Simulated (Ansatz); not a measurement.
Two structures, one formula

Two relaxed structures of BHTeF, doublet (PBE0-D4/def2-TZVP; forces vanish, vibrations not checked).

A:

F1  (-1.163, 1.217, -0.781)
B2  (-0.621, 0.391, 0.066)
Te3  (1.340, -0.475, -0.095)
H4  (1.732, 0.275, -1.530)
(Å)

B:

```xyz
4
angstrom
F -0.1008 0.9991 -1.0197
B -0.1840 0.1045 -0.0536
Te 1.5223 -1.0077 0.5940
H -1.2375 -0.0959 0.4793
```

Ansatz 0.2.0; basis: def2-TZVPP; cores frozen in the correlated methods; orbitals are unrestricted. Filled d shells of the heavier atoms are correlated. Core potentials replace the inner electrons of the atoms past krypton. The def2 sets are not built for correlating such inner shells, so the correlated values are less sure here. B3LYP uses VWN-RPA correlation.

(1) Which structure is lower at CCSD(T), and by how much? (An estimate is asked for; the value comes from the calculation.)

T1 diagnostic: at most 0.016. ⟨S²⟩ of the unrestricted Hartree–Fock references: 0.76 (a pure state has 0.75).

Results:

(1) The calculation gives: B, by 33.85 kcal/mol (electronic energy, against the other). By their contacts, A is BHTeF ([F][B][TeH]) and B is BHTeF ([F][BH][Te]).

All methods give the same order:

```tsv
method	E(B) − E(A) (kcal/mol)
PBE-D4	-29.89
r2SCAN-D4	-30.62
PBE0-D4	-31.91
B3LYP-D4	-33.10
wB97M-V	-36.34
HF	-36.94
MP2	-34.28
CCSD	-34.85
CCSD(T)	-33.85
```

Labels in which every atom is bracketed show which atoms are joined, not bond orders.

For scale, one of the runs: CCSD(T)/def2-TZVPP, 126 basis functions, launched by `ansatz run in.yaml --threads 2 --pin off --events-out ev --progress --plain --max-ram 4352MiB`. Time: 97 s of wall clock on 2 CPU threads of an Arm Neoverse V1; the host was shared. Peak host memory: 1.7 GiB.
